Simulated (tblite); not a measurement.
Species: C4H7BCl2S.
SMILES with atom numbers: `[CH3:1][S:2]/[C:3]([CH3:4])=[CH:5]\[B:6]([Cl:7])[Cl:8]` (hydrogens: H9, H10, H11 on C1; H12, H13, H14 on C4; H15 on C5)

Computed with GFN2-xTB (tblite), gas phase: L-BFGS steps from a force-field or distance-geometry start until the largest atomic force falls under 0.01 eV/Å.

The end geometry, which sets the zero of energy:
```
atom  x, y, z in Å
C1     -1.8662    1.5490    0.3138
S2     -0.0524    1.4042    0.1884
C3      0.2282   -0.3021   -0.0573
C4     -0.9592   -1.2057   -0.0906
C5      1.4868   -0.7881   -0.2055
B6      2.8143   -0.0408   -0.1890
Cl7     2.9295    1.6712    0.0317
Cl8     4.2897   -0.9265   -0.3934
H9     -2.0479    2.6048    0.4884
H10    -2.2428    0.9718    1.1514
H11    -2.3399    1.2474   -0.6145
H12    -1.6435   -0.9224   -0.8891
H13    -1.5038   -1.1627    0.8520
H14    -0.6412   -2.2313   -0.2578
H15     1.5441   -1.8611   -0.3504
```

Problem. These geometries come from the run, each turned onto the end geometry. Order them by energy, lowest first.
A.
```
atom  x, y, z in Å
C1     -1.8615    1.5734    0.2210
S2     -0.0667    1.3510    0.4508
C3      0.2201   -0.3267    0.0378
C4     -0.9549   -1.2452    0.0220
C5      1.4723   -0.7727   -0.2314
B6      2.8014   -0.0174   -0.2095
Cl7     2.9830    1.5702    0.4464
Cl8     4.2146   -0.8074   -0.8376
H9     -2.0137    2.6459    0.3066
H10    -2.4226    1.0549    0.9910
H11    -2.1574    1.2471   -0.7717
H12    -1.6372   -0.9967   -0.7881
H13    -1.5007   -1.1767    0.9621
H14    -0.6221   -2.2700   -0.1167
H15     1.5410   -1.8222   -0.5045
```
B.
```
atom  x, y, z in Å
C1     -1.8656    1.5514    0.2950
S2     -0.0474    1.3886    0.2793
C3      0.2281   -0.3107   -0.0181
C4     -0.9615   -1.2115   -0.0654
C5      1.4875   -0.7879   -0.1893
B6      2.8145   -0.0357   -0.1988
Cl7     2.9440    1.6684    0.0749
Cl8     4.2806   -0.9067   -0.5141
H9     -2.0515    2.6044    0.4851
H10    -2.3041    0.9561    1.0893
H11    -2.2759    1.2777   -0.6722
H12    -1.6217   -0.9332   -0.8860
H13    -1.5320   -1.1540    0.8611
H14    -0.6453   -2.2411   -0.2111
H15     1.5460   -1.8583   -0.3517
```
C.
```
atom  x, y, z in Å
C1     -1.8470    1.5522    0.2531
S2     -0.0396    1.3663    0.3801
C3      0.2341   -0.3222    0.0184
C4     -0.9618   -1.2132   -0.0191
C5      1.4833   -0.8043   -0.2045
B6      2.8028   -0.0388   -0.2055
Cl7     2.9042    1.6234    0.2716
Cl8     4.2631   -0.8244   -0.7002
H9     -2.0353    2.6116    0.3909
H10    -2.3559    0.9928    1.0290
H11    -2.1869    1.2527   -0.7321
H12    -1.6276   -0.9395   -0.8373
H13    -1.5178   -1.1375    0.9149
H14    -0.6498   -2.2450   -0.1567
H15     1.5301   -1.8665   -0.4246
```
D.
```
atom  x, y, z in Å
C1     -1.8150    1.6892    0.1087
S2     -0.0313    1.2927   -0.0314
C3      0.2234   -0.4689   -0.0117
C4     -0.9652   -1.3560    0.0752
C5      1.4951   -0.8932   -0.1421
B6      2.7448    0.0363   -0.2022
Cl7     2.9955    1.1943    1.0396
Cl8     3.9504   -0.1720   -1.3910
H9     -1.8806    2.6921    0.5260
H10    -2.3377    1.0056    0.7654
H11    -2.2431    1.6914   -0.8902
H12    -1.6467   -1.1417   -0.7481
H13    -1.4970   -1.1975    1.0154
H14    -0.6654   -2.4008    0.0217
H15     1.6688   -1.9639   -0.1572
```
E.
```
atom  x, y, z in Å
C1     -1.8566    1.5412    0.2850
S2     -0.0444    1.3838    0.2913
C3      0.2330   -0.3165    0.0004
C4     -0.9655   -1.2054   -0.0518
C5      1.4898   -0.7936   -0.1867
B6      2.8109   -0.0316   -0.2030
Cl7     2.9272    1.6656    0.1123
Cl8     4.2744   -0.8878   -0.5546
H9     -2.0402    2.5943    0.4705
H10    -2.3092    0.9471    1.0710
H11    -2.2505    1.2655   -0.6874
H12    -1.6172   -0.9154   -0.8761
H13    -1.5409   -1.1376    0.8715
H14    -0.6665   -2.2400   -0.1984
H15     1.5514   -1.8619   -0.3659
```

Solution. B (0.003 eV), E (0.006 eV), C (0.013 eV), A (0.028 eV), D (0.283 eV).

In the order of the answer:

```json
{"step": "78", "E above end (eV)": "0.003", "largest force (eV/Å)": "0.06", "rms force component (eV/Å)": "0.015", "rms distance from end (Å)": "0.057", "rms bond change (Å)": "0.001", "bond most changed (Å)": "C5–B6 +0.002"}
{"step": "72", "E above end (eV)": "0.006", "largest force (eV/Å)": "0.08", "rms force component (eV/Å)": "0.024", "rms distance from end (Å)": "0.076", "rms bond change (Å)": "0.002", "bond most changed (Å)": "C1–S2 -0.005"}
{"step": "63", "E above end (eV)": "0.013", "largest force (eV/Å)": "0.06", "rms force component (eV/Å)": "0.025", "rms distance from end (Å)": "0.146", "rms bond change (Å)": "0.001", "bond most changed (Å)": "C1–S2 -0.003"}
{"step": "46", "E above end (eV)": "0.028", "largest force (eV/Å)": "0.11", "rms force component (eV/Å)": "0.035", "rms distance from end (Å)": "0.223", "rms bond change (Å)": "0.002", "bond most changed (Å)": "C5–B6 +0.005"}
{"step": "4", "E above end (eV)": "0.283", "largest force (eV/Å)": "0.52", "rms force component (eV/Å)": "0.128", "rms distance from end (Å)": "0.510", "rms bond change (Å)": "0.016", "bond most changed (Å)": "C5–B6 +0.035"}
```

What follows is the cost of the whole relaxation. On Intel Xeon 6975P-C, one thread, on a shared host, this took 0.76 s wall.
